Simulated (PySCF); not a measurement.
## KRb and its ions

RHF-MP2; K def2-SVPD, Rb def2-SVPD with ECP28; scalar-relativistic core potentials (PySCF 2.14). Neutral (RHF): singlet (closed shell), Re = 4.107 Å, ωe = 75.9 cm⁻¹, De = 0.31 eV.

KRb⁻ (ROHF): doublet (σ ↑), Re = 4.603 Å, ωe = 48.0 cm⁻¹. The energies at the minima are -622.99197 hartree for KRb and -623.00665 for KRb⁻.

(1) Work out the adiabatic electron affinity, without and with harmonic zero-point energies (1 hartree = 27.2114 eV, 1 eV = 8065.5 cm⁻¹), and the change of the bond length.

Correlated steps freeze 5 core orbitals. Weak bonds: KRb. Basis-set superposition, not corrected here, can be much of De in a small basis, most of all at correlated wavefunction levels. Spin–orbit coupling is left out. Where the molecule has an RHF reference, its open-shell atoms are computed with UHF. States were picked by a PBE0 search and need not be the measured ground states.

Answers

(1) At MP2: 0.01468 hartree = 0.399 eV between the minima; the zero-point term (75.9 − 48.0)/2 cm⁻¹ = +0.002 eV makes it 0.401 eV. Re changes by +49.6 pm against the neutral. The electron enters a σ orbital, and the longer bond of the ion fits an antibonding orbital, or a change in how ionic the bond is.
